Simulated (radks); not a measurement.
Values are calculated unless marked as measured or tabulated.
Task: Species: Mo+. Configuration: [Kr] 4d4 5p1 (not the ground configuration). Level of theory: scalar-relativistic Kohn-Sham, r2SCAN, spin-polarised, spherical densities, finite nucleus; open shells are filled with parallel spins first (spin-orbit coupling, left out, can overturn this in heavy ions); meta-GGA in the generalised Kohn-Sham scheme; Fermi nuclear charge, rms radius 4.4091 fm (a radial shooting solver on a logarithmic mesh with Libxc functionals). Some entries of the table are withheld. Estimate them.

| orbital | occ. | eigenvalue (eV) | <r> (bohr) | r(max) (bohr) |
|---|---|---|---|---|
| 1s down | 1 | -19876.83 | 0.03517 | 0.02287 |
| 1s up | 1 | -19876.82 | 0.03517 | 0.02287 |
| 2s up | 1 | -2829.279 | 0.1536 | 0.1295 |
| 2s down | 1 | -2828.622 | 0.1536 | 0.1295 |
| 2p up | 3 | -2527.873 | 0.1340 | 0.1036 |
| 2p down | 3 | -2527.391 | 0.1339 | 0.1036 |
| 3s up | 1 | -496.1565 | 0.4278 | 0.3829 |
| 3s down | 1 | -495.9420 | 0.4279 | 0.3830 |
| 3p up | 3 | -396.4725 | 0.4299 | 0.3768 |
| 3p down | 3 | -396.1887 | 0.4299 | 0.3769 |
| 3d up | 5 | -234.8741 | 0.4153 | 0.3234 |
| 3d down | 5 | -234.3306 | 0.4153 | 0.3237 |
| 4s up | 1 | -78.5609 | 1.112 | 0.9941 |
| 4s down | 1 | -75.4109 | 1.103 | 0.9859 |
| 4p up | 3 | -52.0093 | 1.236 | (1) |
| 4p down | 3 | -48.4428 | 1.222 | (2) |
| 4d up | 4 | (3) | 1.752 | 1.352 |
| 4d down | 0 | (4) | 1.740 | 1.324 |
| 5p up | 1 | -7.7089 | 3.833 | 3.330 |

Result: 
(1) 4p up r(max) (bohr): 1.075
(2) 4p down r(max) (bohr): 1.066
(3) 4d up eigenvalue (eV): -15.1523
(4) 4d down eigenvalue (eV): -10.6405
